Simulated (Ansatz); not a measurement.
The same path of FH₃O₃Si (8 atoms, charge 0, multiplicity 1) was run twice with different band settings. Lost on the way: Si1–F2, O3–H4. Made: F2–H4.

Method: RKS B3LYP/def2-mTZVP (Ansatz 0.2.0).

Relaxed end points:

```xyz
8
Properties=species:S:1:pos:R:3
Si 0.163 0.008 0.068
F 1.203 -1.171 -0.287
O -1.192 -0.306 -0.804
H -1.202 -1.108 -1.339
O 0.773 1.474 -0.296
O -0.073 0.046 1.680
H 0.573 1.840 -1.164
H -0.245 -0.783 2.141
```

```xyz
8
Properties=species:S:1:pos:R:3
Si 0.126 0.569 -0.097
F -0.591 -2.398 0.132
O -0.347 -0.293 -1.277
H -0.575 -1.745 -0.587
O 0.525 2.134 -0.118
O 0.313 0.047 1.416
H 0.460 2.585 -0.971
H 0.088 -0.900 1.503
```

Common settings: movable images 7; climbing image yes; optimiser quadratic models (default); start path through a guess of the saddle point; force threshold 0.03 eV/Å; iteration limit 60; end points relaxed.

| run | spring |
| --- | --- |
| 1 | 5.0 eV/Å² |
| 2 | 2.0 to 10.0 eV/Å², energy-weighted |

**Question.** What does each run give, and how far can it be trusted?

**Answer.** Run 1: converged after 22 iterations, highest image 2.728 eV above the first end. Neighbouring images differ by up to 1.5 eV, so the band resolves the path poorly. A vibrational analysis at the climbing image gives one clearly imaginary mode, 149i cm⁻¹: a first-order saddle point.
Run 2: converged after 26 iterations, highest image 2.728 eV above the first end. Neighbouring images differ by up to 1.9 eV, so the band resolves the path poorly. Another band between the same ends (7 images) ends at a top of the same energy, where a vibrational analysis finds 1 clearly imaginary mode.
The orbitals stay closed-shell, which can raise the energy where a bond breaks towards radicals; this wasn't checked here.
